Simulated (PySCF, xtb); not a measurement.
WO2Cl2, SMILES [Cl][W](=[O])(=[O])[Cl], multiplicity 1.

Harmonic wavenumbers (cm⁻¹) from xtb with GFN2-xTB at its own minimum, in rising order: 119, 153, 174, 185, 248, 348, 351, 853, 884.

Q: What does PySCF 2.14.0 with PBE0-D3(BJ)/def2-SVP give at its own minimum? (An estimate is asked for; the answer gives what the named calculation found.)

A: 111, 158, 215, 226, 351, 425, 432, 1030, 1069. Paired by order, the mean absolute difference is 80 cm⁻¹ and the zero-point energies are 4.7 and 5.7 kcal/mol.
